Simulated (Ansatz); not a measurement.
A search over several starts for the lowest SCF solution of CuAsH₄S⁺, that is Cu(AsH3)(SH) with one electron fewer at the given spin, in a small basis.

```yaml
crystal:
  periodic: [false, false, false]
  atoms:
    - {symbol: Cu, position_ang: [0.160789, 0.055355, -1.014432]}
    - {symbol: As, position_ang: [0.151772, 0.039804, 1.298392]}
    - {symbol: H, position_ang: [-0.889725, 0.831528, 2.065810]}
    - {symbol: H, position_ang: [1.362900, 0.562711, 2.044939]}
    - {symbol: H, position_ang: [0.002133, -1.252919, 2.077671]}
    - {symbol: S, position_ang: [0.235743, 0.126822, -3.173339]}
    - {symbol: H, position_ang: [-1.023613, -0.363300, -3.299051]}
basis:
  gaussian: {orbitals: def2-SVP}
total_charge: 1
magnetization: {spin_polarized: true, initial_magnetization: 1}
hamiltonian: {xc: pbe0, dispersion: d4}
output: {orbitals: {seedname: orbitals}}
```

```sh
$ ansatz run in.yaml --threads 4 --pin off --events-out ev --progress --plain --max-ram 3916MiB
```

It prints (some lines left out):

```
Functional definition: PBE0
1027 factors; integrals over basis functions are off by at most 1.3e-3 eV
mean field evaluation 1: about -116327.8710 eV, gradient 6.2e1 eV
mean field evaluation 2: about -115382.9463 eV, gradient 2.8e2 eV
mean field evaluation 4: about -116339.8797 eV, gradient 1.7e1 eV
mean field evaluation 8: about -116340.7366 eV, gradient 4.1e-1 eV
mean field evaluation 16: about -116340.8336 eV, gradient 1.2e-3 eV
mean field -116340.83362781 eV, -4275.4467771728 hartree, gradient 3.5e-5 eV, S^2 0.754347; 2 other end points of the search recorded, 0 dependent functions left out
reference -116340.83367051 eV, -4275.4467787418 hartree; 41, 40 occupied and 60, 61 virtual orbitals, 1027 factors
Total energy: -116340.94800994 eV, -4275.4509806383 hartree
```

Run time 3.6 s (4 threads of Arm Neoverse V2 on a shared host).
